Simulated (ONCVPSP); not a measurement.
# Cutoff test, erbium, ONCV

ONCVPSP 4.0.1 input, shortened (lines: element, Z, core and valence counts, functional; n l f; lmax; l rc ep ncon nbas qcut; lloc lpopt rc5 dvloc0; l nproj debl; icmod fcfact rcfact), LDA (Perdew-Zunger), scalar-relativistic:

```
  Er 68.00    9    4        3      upf
    1    0    2.00
    2    0    2.00
    2    1    6.00
    3    0    2.00
    3    1    6.00
    3    2   10.00
    4    0    2.00
    4    1    6.00
    4    2   10.00
    4    3   12.00
    5    0    2.00
    5    1    6.00
    6    0    2.00
    3
    0    1.85    0.00    5    9    5.20
    1    2.40    0.00    5   10    4.70
    2    2.00    0.44    4    8    4.20
    3    0.90    0.00    4    9   19.60
    3    5    0.90    0.00
    0    2    1.60
    1    2    3.30
    2    2    3.00
    3    0    1.70
    3    2.75    1.35
```

In the d channel the program set the typed energies aside and used 0.050, 3.050 Ha.

Task: For each optimised wave give the share of its norm inside rc, the residual kinetic energy above qcut (Ha) and the cutoffs (Ha) for errors of 10, 1, 0.1 and 0.01 mHa per electron.

Result:

```json
{"wave": "5s", "norm inside rc": "0.911", "residual KE": "1.4e-03", "10 mHa": "10.2", "1 mHa": "15.0", "0.1 mHa": "60.6", "0.01 mHa": "70.3"}
{"wave": "6s", "norm inside rc": "0.040", "residual KE": "3.3e-04", "10 mHa": "6.6", "1 mHa": "11.7", "0.1 mHa": "21.2", "0.01 mHa": "56.0"}
{"wave": "5p", "norm inside rc": "0.936", "residual KE": "8.7e-06", "10 mHa": "6.3", "1 mHa": "8.2", "0.1 mHa": "9.6", "0.01 mHa": "11.7"}
{"wave": "p projector 2", "norm inside rc": "0.158", "residual KE": "8.6e-05", "10 mHa": "6.3", "1 mHa": "8.2", "0.1 mHa": "11.4", "0.01 mHa": "60.8"}
{"wave": "d projector 1", "norm inside rc": "0.434", "residual KE": "1.8e-03", "10 mHa": "6.9", "1 mHa": "9.7", "0.1 mHa": "34.1", "0.01 mHa": "56.9"}
{"wave": "d projector 2", "norm inside rc": "0.142", "residual KE": "1.3e-02", "10 mHa": "9.1", "1 mHa": "12.1", "0.1 mHa": "24.1", "0.01 mHa": "49.1"}
{"wave": "4f", "norm inside rc": "0.679", "residual KE": "9.8e-05", "10 mHa": "140.4", "1 mHa": "160.7", "0.1 mHa": "190.0", "0.01 mHa": "not reached"}
```

The occupied waves need 161 Ha and 190 Ha for 1 and 0.1 mHa. Note: ghosts flagged at negative energy: s at -852.1 eV, p at -372.4 eV, d at -32.2 eV (a further GHOST(-) flag falls on a real empty level of the atom); GHOST(+) flagged for s at 82.5 eV. A true bound ghost makes a file unfit for plane-wave use. Tests left out (the all-electron energies of this program are off by 10 to 40 meV for near-neutral 4f atoms).
